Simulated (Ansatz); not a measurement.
Energy profile

The step: SiH₃Cl ([SiH3][Cl]) + H₂O + HF → SiH₃F ([F][SiH3]) + HCl + H₂O; bonds formed: Si1–F7, Cl2–H8, H6–O9; bonds broken: Si1–Cl2, H6–F7, H8–O9 (atoms numbered as in the saddle structure below).

```xyz
10
angstrom
Si -1.2932 0.3704 0.6070
Cl 0.1569 1.4972 -0.8941
H -1.9364 -0.5975 -0.3092
H -1.5809 0.0824 2.0433
H -2.0279 1.6623 0.4749
H 1.1880 -0.7588 0.1307
F 0.1981 -0.6147 0.9133
H 1.4910 0.2648 -0.9921
O 1.9429 -0.6130 -0.6470
H 1.8614 -1.2930 -1.3267
```

Electronic energies by CCSD(T) at an estimated basis limit (MP2 extrapolated from triple and quadruple zeta, plus CCSD(T) − MP2 in triple zeta), on PBE0-D4/def2-TZVP structures; SiH6ClOF, singlet; no counterpoise correction. Program: Ansatz 0.2.0. Basis: def2-TZVPP and def2-QZVPP. Cores are frozen in the correlated methods. Extrapolation: Hartree–Fock as exp(−7.88 √X), correlation as X^−2.97.

**Question.** Give the profile in kcal/mol, counted from the separated reactants. (Judge from chemistry; the value comes from the calculation.)

**Answer.** By the calculation:
| point | kcal/mol |
| --- | --- |
| separated: SiH3Cl (linked as [SiH3][Cl]; Si1, Cl2, H3, H4, H5; singlet) + HF (H6, F7; singlet) + H2O (H8, O9, H10; singlet) | 0.00 |
| start structure | -13.07 |
| saddle | 11.29 |
| end structure | -17.96 |
| separated: SiH3F (linked as [F][SiH3]; Si1, H3, H4, H5, F7; singlet) + HCl (Cl2, H8; singlet) + H2O (H6, O9, H10; singlet) | -7.95 |

No T1 diagnostic of these runs exceeds 0.011.

For scale, one of the runs: CCSD(T)/def2-TZVPP, 230 basis functions, launched by `ansatz run in.yaml --threads 4 --pin off --events-out ev --progress --plain --max-ram 9574MiB`. Time: 100 s of wall clock on 4 CPU threads of an Arm Neoverse V2; the host was shared. Peak host memory: 3.9 GiB.
